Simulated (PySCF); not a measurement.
A GIAO shielding run with PySCF 2.14.0 with density-fitted response routines (density fitting, non-relativistic, gas phase) on SMILES P[SiH2]C1CC1, C3H9PSi:

```
$ OMP_NUM_THREADS=1 python probes_run.py task.json out

{"job": {"kind": "nmr", "xc": "KT3", "basis": "pcSseg-1", "pop": false}, "charge": 0, "multiplicity": 1}
P      1.824923    -1.752909     0.965015
Si     0.962979    -0.411416    -0.648045
C     -0.840738    -0.116499    -0.276935
C     -1.536263     1.133814    -0.757900
C     -1.242837     0.967562     0.695694
H      1.813321    -0.716357     1.949172
H      3.182475    -1.507459     0.591521
H      1.150371    -1.113627    -1.955922
H      1.647667     0.919831    -0.723631
H     -1.460805    -1.019988    -0.251314
H     -0.954256     1.869898    -1.320860
H     -2.572375     1.039935    -1.095204
H     -0.456853     1.589441     1.136688
H     -2.073321     0.757841     1.375204
```

Hardware: 1 thread of an Arm Neoverse V2, shared host. The job also computes ring-centre shieldings.

Q: How large is the calculation?

A: 56 electrons, 144 basis functions and 793 auxiliary functions.

Q: How long does it take, and how much memory does it need?

A: 16 s of wall time, with 14 SCF cycles; peak memory 0.78 GiB. Times on a shared host scatter by some tens of per cent.

Q: And these other runs on the same molecule and hardware: GIAO shielding at B3LYP/pcSseg-1; GIAO shielding at B97-D/pcSseg-1; GIAO shielding at BLYP/pcSseg-1; GIAO shielding at BP86/pcSseg-1; GIAO shielding at HF/pcSseg-1; GIAO shielding at KT2/pcSseg-1?

A: B3LYP/pcSseg-1: 144 functions, 11 s; B97-D/pcSseg-1: 144 functions, 16 s; BLYP/pcSseg-1: 144 functions, 15 s; BP86/pcSseg-1: 144 functions, 15 s; HF/pcSseg-1: 144 functions, 5.5 s; KT2/pcSseg-1: 144 functions, 16 s.
